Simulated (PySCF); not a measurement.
Compound: C7H14Ge.
Bonds: C1–C2, C2–C3, C2–C4, C4–C5 (double), C5–C6, C6–Ge7, Ge7–C8, C4–C8. Hydrogens: H9, H10, H11 on C1; H12 on C2; H13, H14, H15 on C3; H16 on C5; H17, H18 on C6; H19, H20 on Ge7; H21, H22 on C8.

A GFN2-xTB structure was refined with PBE0-D3(BJ)/def2-SVP geometry optimisation, gas phase in PySCF. Its GFN2-xTB values:

```tsv
coordinate	GFN2-xTB
C1–C2	1.500 Å
C1–H9	1.066 Å
C2–C4	1.550 Å
C2–H12	1.089 Å
C4=C5	1.308 Å
C4–C8	1.492 Å
C5–C6	1.503 Å
C5–H16	1.099 Å
C6–Ge7	1.991 Å
C6–H17	1.096 Å
Ge7–C8	1.970 Å
Ge7–H19	1.497 Å
Ge7–H20	1.481 Å
C8–H21	1.092 Å
C1–C2–C3	110.7°
C1–C2–C4	110.9°
C2–C4–C5	121.9°
C2–C4–C8	117.0°
C4–C5–C6	120.6°
C5–C4–C8	121.1°
C5–C6–Ge7	102.9°
C6–Ge7–C8	91.7°
```

Question: How do these coordinates change at the PBE0-D3(BJ)/def2-SVP level?

Answer: 
```json
{"coordinate": "Ge7–H20", "PBE0-D3(BJ)/def2-SVP (Å or °)": "1.540", "change": "+0.059"}
{"coordinate": "Ge7–H19", "PBE0-D3(BJ)/def2-SVP (Å or °)": "1.541", "change": "+0.044"}
{"coordinate": "C4=C5", "PBE0-D3(BJ)/def2-SVP (Å or °)": "1.345", "change": "+0.037"}
{"coordinate": "C1–H9", "PBE0-D3(BJ)/def2-SVP (Å or °)": "1.100", "change": "+0.034"}
{"coordinate": "C2–C4", "PBE0-D3(BJ)/def2-SVP (Å or °)": "1.520", "change": "-0.030"}
{"coordinate": "C1–C2", "PBE0-D3(BJ)/def2-SVP (Å or °)": "1.528", "change": "+0.028"}
{"coordinate": "C6–Ge7", "PBE0-D3(BJ)/def2-SVP (Å or °)": "1.970", "change": "-0.021"}
{"coordinate": "C4–C8", "PBE0-D3(BJ)/def2-SVP (Å or °)": "1.510", "change": "+0.018"}
{"coordinate": "C2–H12", "PBE0-D3(BJ)/def2-SVP (Å or °)": "1.104", "change": "+0.015"}
{"coordinate": "C8–H21", "PBE0-D3(BJ)/def2-SVP (Å or °)": "1.103", "change": "+0.011"}
{"coordinate": "C6–H17", "PBE0-D3(BJ)/def2-SVP (Å or °)": "1.103", "change": "+0.007"}
{"coordinate": "Ge7–C8", "PBE0-D3(BJ)/def2-SVP (Å or °)": "1.968", "change": "-0.002"}
{"coordinate": "C5–H16", "PBE0-D3(BJ)/def2-SVP (Å or °)": "1.097", "change": "-0.002"}
{"coordinate": "C5–C6", "PBE0-D3(BJ)/def2-SVP (Å or °)": "1.503", "change": "0.000"}
{"coordinate": "C5–C4–C8", "PBE0-D3(BJ)/def2-SVP (Å or °)": "118.8", "change": "-2.3"}
{"coordinate": "C6–Ge7–C8", "PBE0-D3(BJ)/def2-SVP (Å or °)": "93.3", "change": "+1.6"}
{"coordinate": "C4–C5–C6", "PBE0-D3(BJ)/def2-SVP (Å or °)": "121.8", "change": "+1.2"}
{"coordinate": "C2–C4–C8", "PBE0-D3(BJ)/def2-SVP (Å or °)": "118.1", "change": "+1.1"}
{"coordinate": "C2–C4–C5", "PBE0-D3(BJ)/def2-SVP (Å or °)": "123.0", "change": "+1.1"}
{"coordinate": "C1–C2–C4", "PBE0-D3(BJ)/def2-SVP (Å or °)": "111.8", "change": "+0.9"}
{"coordinate": "C1–C2–C3", "PBE0-D3(BJ)/def2-SVP (Å or °)": "111.5", "change": "+0.8"}
{"coordinate": "C5–C6–Ge7", "PBE0-D3(BJ)/def2-SVP (Å or °)": "102.4", "change": "-0.5"}
```

The energy falls by 20.9 kJ/mol over 5 energy and gradient evaluations, the largest force component goes from 0.0403 to 2.3e-04 Eh/bohr, and the atoms move by 0.044 Å rms after alignment. The bond that changes most is Ge7–H20 (ends: germanium bonded to 2 C and 2 H; Ge–H hydrogen), which lengthens by 0.059 Å. Bonds longer at the end by more than 0.005 Å: 13 of 22; shorter: 3. Rotational constants go from 3288, 699.8, 666.9 to 3235, 699.0, 667.2 MHz.

The run used 200 basis functions and 34 SCF cycles in all. Time: 3.3 min of wall time; peak memory 0.93 GiB. Hardware: one thread of an Arm Neoverse N1, no GPU, on a shared host.

Stationary, but not proved a minimum. The numbers are those of one conformer.
